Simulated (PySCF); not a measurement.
Li₂, singlet, geometry from GFN2-xTB (such geometries of metal compounds can be far from the true shape); HF/cc-pVTZ in PySCF.

The PySCF input:
```python
from pyscf import gto, scf

mol = gto.Mole()
mol.atom = '''
    Li   -0.00000000   -0.00000000   -1.14955728
    Li    0.00000000    0.00000000    1.14955728
'''
mol.basis = 'cc-pvtz'
mol.verbose = 4
mol.build()

mf = scf.RHF(mol)
mf.kernel()
```

It wrote (shortened):

```
PySCF version 2.14.0

[INPUT] verbose = 4
[INPUT] num. atoms = 2
[INPUT] num. electrons = 6
[INPUT] charge = 0
[INPUT] spin (= nelec alpha-beta = 2S) = 0
[INPUT] symmetry False subgroup None
[INPUT] Mole.unit = angstrom
[INPUT] Symbol           X                Y                Z      unit          X                Y                Z       unit  Magmom
[INPUT]  1 Li     0.000000000000   0.000000000000  -1.149557280000 AA    0.000000000000   0.000000000000  -2.172348423700 Bohr   0.0
[INPUT]  2 Li     0.000000000000   0.000000000000   1.149557280000 AA    0.000000000000   0.000000000000   2.172348423700 Bohr   0.0

nuclear repulsion = 2.07149090399393
number of shells = 18
number of NR pGTOs = 86
number of NR cGTOs = 60
basis = cc-pvtz
ecp = {}

******** <class 'pyscf.scf.hf.RHF'> ********
method = RHF
initial guess = minao
damping factor = 0
level_shift factor = 0
DIIS = <class 'pyscf.scf.diis.CDIIS'>
diis_start_cycle = 1
diis_space = 8
diis_damp = 0
SCF conv_tol = 1e-09
SCF conv_tol_grad = None
SCF max_cycles = 50
direct_scf = True
direct_scf_tol = 1e-13
Set gradient conv threshold to 3.16228e-05
Initial guess from minao.
init E= -14.8282141132259
  HOMO = -0.175668470669922  LUMO = -0.0129501157588501  gap/eV = 4.42779
cycle= 1 E= -14.8611168114212  delta_E= -0.0329  |g|= 0.0381  |ddm|= 0.699
  HOMO = -0.193862987900025  LUMO = 0.007619699389807  gap/eV = 5.48262
cycle= 2 E= -14.8625865879929  delta_E= -0.00147  |g|= 0.015  |ddm|= 0.0967
  HOMO = -0.189475304163023  LUMO = 0.00994218233498856  gap/eV = 5.42643
cycle= 3 E= -14.862912698034  delta_E= -0.000326  |g|= 0.00173  |ddm|= 0.0571
  HOMO = -0.189085382204143  LUMO = 0.00996445575532823  gap/eV = 5.41642
cycle= 4 E= -14.8629201458303  delta_E= -7.45e-06  |g|= 0.00041  |ddm|= 0.0102
  HOMO = -0.189153405100489  LUMO = 0.00993514049307231  gap/eV = 5.41748
cycle= 5 E= -14.8629206293443  delta_E= -4.84e-07  |g|= 2.73e-05  |ddm|= 0.00412
  HOMO = -0.189142492389197  LUMO = 0.00993523051104495  gap/eV = 5.41718
cycle= 6 E= -14.8629206312598  delta_E= -1.92e-09  |g|= 3.87e-06  |ddm|= 0.000344
  HOMO = -0.189144658886678  LUMO = 0.00993580310151332  gap/eV = 5.41726
cycle= 7 E= -14.8629206312949  delta_E= -3.52e-11  |g|= 5.96e-07  |ddm|= 3.68e-05
  HOMO = -0.189144207939127  LUMO = 0.00993590915751019  gap/eV = 5.41725
Extra cycle  E= -14.8629206312958  delta_E= -8.78e-13  |g|= 2.3e-07  |ddm|= 5.14e-06
converged SCF energy = -14.8629206312958
```
